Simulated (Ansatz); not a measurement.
Reaction: BNH4 (SMILES NB) → BNH3 (SMILES N[BH], doublet) + H (doublet) (the B-H bond breaks)
Each species at its own B3LYP-D3(BJ)/def2-TZVP minimum (Ansatz, a program for electronic structure).

Property: bond dissociation energy (electronic), in kcal/mol. UHF or UKS for unpaired electrons; spin-orbit terms are left out. CBS(X,Y): correlation extrapolated as X^-3, Hartree-Fock from the larger set. A bracket is a step between two methods taken in the basis named. The functionals are non-relativistic, so their misses hold any scalar relativity. '+ core + X2C': CCSD(T) terms for core correlation (cc-pwCVTZ) and scalar relativity (cc-pVTZ-DK). For partners of very few electrons the exact lower level stands in for a higher one.

CCSD(T)/CBS(cc-pVTZ,cc-pVQZ) + [CCSDT(Q) - CCSD(T)]/cc-pVTZ + [CCSDTQ - CCSDT(Q)]/cc-pVDZ + core + X2C (Ansatz) gives 112.1 kcal/mol.

Q: What does PBE/def2-TZVPD (Ansatz) give here, and how do the other levels compare?

A: PBE gives 106.6 kcal/mol, 5.5 kcal/mol below it. Differences of the others: r2SCAN/def2-TZVPD (Ansatz) -5.9; PBE0/def2-TZVPD (Ansatz) -5.0; CCSD(T)/CBS(cc-pVTZ,cc-pVQZ) + core + X2C (Ansatz) 0.0 kcal/mol. Nearer than PBE: PBE0/def2-TZVPD, CCSD(T)/CBS(cc-pVTZ,cc-pVQZ) + core + X2C.
